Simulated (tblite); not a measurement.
Compound: C₄H₄B₂ClF.
Atom-mapped SMILES: `[CH:1]#[C:2][C:3](=[CH2:4])[B:5]([F:6])[BH:7][Cl:8]` (hydrogens: H9 on C1; H10, H11 on C4; H12 on B7)

Computed with GFN2-xTB (tblite), gas phase: L-BFGS steps from a force-field or distance-geometry start until the largest atomic force falls under 0.01 eV/Å.

Step 40: E = -606.7339 eV
```
atom  x, y, z in Å  |  force x, y, z in eV/Å
C1     -0.3132    2.5360   -0.0040    0.026   0.046   0.025
C2     -0.5221    1.3530    0.0102   -0.007  -0.062   0.040
C3     -0.6863   -0.0560   -0.0262    0.002   0.011  -0.027
C4     -1.8292   -0.6350    0.3467    0.014  -0.001   0.010
B5      0.6213   -0.8154   -0.5185    0.021   0.017  -0.060
F6      0.6107   -1.2670   -1.7642   -0.030  -0.008   0.025
B7      1.8927   -1.0422    0.5496   -0.031  -0.009   0.020
Cl8     2.9915    0.1775    0.9676    0.004   0.015  -0.015
H9     -0.1519    3.5732    0.0119   -0.032  -0.021  -0.012
H10    -1.9483   -1.7050    0.3128    0.014   0.005   0.010
H11    -2.6720   -0.0669    0.7062   -0.005   0.030  -0.037
H12     2.0081   -2.0531    1.1463    0.024  -0.022   0.020
```

Step 41: E = -606.7343 eV
```
atom  x, y, z in Å  |  force x, y, z in eV/Å
C1     -0.3153    2.5392   -0.0044    0.018  -0.014   0.034
C2     -0.5198    1.3550    0.0115   -0.002  -0.013   0.034
C3     -0.6832   -0.0542   -0.0264   -0.001   0.005  -0.024
C4     -1.8263   -0.6340    0.3460    0.015   0.009   0.005
B5      0.6233   -0.8169   -0.5199   -0.015   0.016  -0.066
F6      0.6044   -1.2767   -1.7628   -0.024  -0.003   0.029
B7      1.8931   -1.0438    0.5474   -0.007   0.009   0.038
Cl8     2.9894    0.1784    0.9699   -0.007  -0.003  -0.020
H9     -0.1561    3.5767    0.0153   -0.031  -0.021  -0.016
H10    -1.9445   -1.7043    0.3118    0.013   0.014   0.010
H11    -2.6707   -0.0662    0.7041    0.015   0.019  -0.040
H12     2.0069   -2.0540    1.1460    0.025  -0.018   0.015
```

Step 42: E = -606.7348 eV
```
atom  x, y, z in Å  |  force x, y, z in eV/Å
C1     -0.3166    2.5421   -0.0039    0.006  -0.075   0.040
C2     -0.5176    1.3568    0.0139    0.003   0.041   0.020
C3     -0.6800   -0.0522   -0.0271    0.000  -0.003  -0.016
C4     -1.8230   -0.6330    0.3455    0.013   0.019  -0.004
B5      0.6252   -0.8177   -0.5225   -0.044   0.009  -0.045
F6      0.5977   -1.2873   -1.7611   -0.017  -0.002   0.019
B7      1.8929   -1.0451    0.5457    0.018   0.024   0.048
Cl8     2.9873    0.1791    0.9720   -0.017  -0.019  -0.024
H9     -0.1614    3.5800    0.0182   -0.027  -0.015  -0.017
H10    -1.9405   -1.7036    0.3111    0.012   0.023   0.007
H11    -2.6690   -0.0649    0.7010    0.032   0.007  -0.036
H12     2.0061   -2.0549    1.1457    0.021  -0.008   0.008
```

Step 43: E = -606.7353 eV
```
atom  x, y, z in Å  |  force x, y, z in eV/Å
C1     -0.3176    2.5449   -0.0022   -0.004  -0.108   0.043
C2     -0.5154    1.3588    0.0171    0.004   0.076   0.001
C3     -0.6766   -0.0498   -0.0285    0.004  -0.011  -0.005
C4     -1.8189   -0.6318    0.3447    0.006   0.024  -0.016
B5      0.6262   -0.8185   -0.5258   -0.051  -0.002  -0.003
F6      0.5903   -1.2991   -1.7592   -0.010  -0.004  -0.003
B7      1.8921   -1.0462    0.5448    0.032   0.026   0.042
Cl8     2.9847    0.1794    0.9736   -0.020  -0.022  -0.024
H9     -0.1677    3.5833    0.0209   -0.020  -0.007  -0.015
H10    -1.9357   -1.7025    0.3105    0.009   0.026   0.003
H11    -2.6662   -0.0631    0.6968    0.037  -0.001  -0.025
H12     2.0060   -2.0561    1.1457    0.012   0.002   0.001
```

**Question.** Estimate the geometry and energy of step 44. (The exact step hangs on the optimiser's Hessian estimate; all steps are aligned on step 43, rigid shifts and turns removed.)

**Answer.** E = -606.7357 eV, largest force 0.098 eV/Å
```
atom  x, y, z in Å  |  force x, y, z in eV/Å
C1     -0.3184    2.5472    0.0002   -0.006  -0.088   0.042
C2     -0.5135    1.3609    0.0198    0.000   0.065  -0.015
C3     -0.6735   -0.0474   -0.0303    0.009  -0.012   0.003
C4     -1.8150   -0.6303    0.3436   -0.003   0.021  -0.025
B5      0.6258   -0.8199   -0.5283   -0.031  -0.011   0.039
F6      0.5836   -1.3097   -1.7571   -0.005  -0.008  -0.023
B7      1.8909   -1.0472    0.5451    0.028   0.015   0.019
Cl8     2.9814    0.1792    0.9739   -0.011  -0.010  -0.019
H9     -0.1739    3.5862    0.0233   -0.014  -0.003  -0.011
H10    -1.9306   -1.7010    0.3097    0.004   0.023  -0.001
H11    -2.6627   -0.0613    0.6926    0.026   0.000  -0.008
H12     2.0072   -2.0573    1.1459    0.003   0.008  -0.002
```

The energy changes by -0.0004 eV. The first-order estimate −F·Δx gives -0.0006 eV and the mean of the old and new forces, exact on a quadratic surface, -0.0005 eV. The step makes an angle of 79° with the force vector and moves no atom by more than 0.013 Å.

What follows is the cost of the whole relaxation. Time: 2.4 s. Hardware: one thread of an Intel Xeon at 2.50 GHz, shared host with 64 logical CPUs at a one-minute load of 11.
